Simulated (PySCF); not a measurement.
C₁₁H₇NS, SMILES N#Cc1ccccc1-c1cccs1, singlet, GFN2-xTB optimised geometry.

```
20

N     -0.37     2.99     0.00
C      0.20     1.99     0.00
C      1.02     0.84     0.00
C      2.39     1.11     0.00
C      3.31     0.08     0.00
C      2.86    -1.23     0.00
C      1.51    -1.50     0.00
C      0.54    -0.48     0.00
C     -0.86    -0.82     0.00
C     -1.42    -2.08     0.00
C     -2.82    -2.08     0.00
C     -3.34    -0.83     0.00
S     -2.12     0.38     0.00
H      2.72     2.14     0.00
H      4.37     0.30     0.00
H      3.57    -2.04     0.00
H      1.19    -2.53     0.00
H     -0.84    -2.99     0.00
H     -3.42    -2.98     0.00
H     -4.37    -0.53     0.00
```

Density from PBE/def2-SVP in PySCF at that geometry.

Minimum of the electron density along straight lines between bonded atoms, close to the bond critical point (lines longer than 1.1 times the sum of covalent radii, or with two minima, are not listed):

| bond | length / Å | ρ at the minimum / e bohr⁻³ | ∇²ρ there / e bohr⁻⁵ | position (fraction from the first atom) |
|---|---|---|---|---|
| N1–C2 | 1.148 | 0.473 | 0.38 | 0.66 |
| C2–C3 | 1.413 | 0.283 | -0.70 | 0.53 |
| C3–C4 | 1.398 | 0.301 | -0.72 | 0.51 |
| C4–C5 | 1.378 | 0.313 | -0.78 | 0.50 |
| C5–C6 | 1.388 | 0.308 | -0.76 | 0.50 |
| C6–C7 | 1.379 | 0.312 | -0.77 | 0.50 |
| C3–C8 | 1.409 | 0.294 | -0.69 | 0.50 |
| C7–C8 | 1.401 | 0.300 | -0.72 | 0.49 |
| C8–C9 | 1.449 | 0.274 | -0.63 | 0.50 |
| C9–C10 | 1.375 | 0.311 | -0.74 | 0.51 |
| C10–C11 | 1.404 | 0.297 | -0.71 | 0.50 |
| C11–C12 | 1.360 | 0.320 | -0.79 | 0.49 |
| C9–S13 | 1.743 | 0.205 | -0.40 | 0.47 |
| C12–S13 | 1.712 | 0.218 | -0.47 | 0.47 |
| C4–H14 | 1.080 | 0.283 | -1.08 | 0.64 |
| C5–H15 | 1.079 | 0.282 | -1.06 | 0.63 |
| C6–H16 | 1.080 | 0.282 | -1.06 | 0.63 |
| C7–H17 | 1.078 | 0.283 | -1.07 | 0.63 |
| C10–H18 | 1.074 | 0.282 | -1.06 | 0.63 |
| C11–H19 | 1.075 | 0.282 | -1.07 | 0.63 |
| C12–H20 | 1.072 | 0.284 | -1.10 | 0.64 |
